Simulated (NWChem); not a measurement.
Molecule: 1,1-difluoroethane (C₂H₄F₂); SMILES FC(C)F

All runs: NWChem. Medium grid unless said otherwise, to which SCAN and Minnesota functionals are sensitive. The geometry was optimised at PBE0/def2-SVP. Total energies of different functionals are on different scales.

```csv
level,energy (Ha),highest occupied level (eV),orbital gap (eV),dipole (D),relative time
"LDA (Slater exchange, VWN5)/def2-TZVPD",-276.4335,-8.03,7.82,2.14,1
PBE/def2-TZVPD,-278.1351,-7.91,7.70,2.06,2
BLYP/def2-TZVPD,-278.3748,-7.89,7.63,2.10,2
TPSS/def2-TZVPD,-278.4592,-8.04,7.99,2.10,1
r2SCAN/def2-TZVPD,-278.3012,-8.27,8.91,2.12,1
B3LYP/def2-TZVPD,-278.4373,-9.44,9.53,2.19,1
PBE0/def2-TZVPD,-278.1460,-9.65,10.04,2.18,1
M06-2X/def2-TZVPD,-278.3236,-11.31,11.74,2.25,1
CAM-B3LYP/def2-TZVPD,-278.3458,-11.20,12.08,2.25,20
Hartree-Fock/def2-TZVPD,-277.0685,-13.93,15.85,2.40,1
```

The last column is a rough cost ratio, cheapest run = 1.
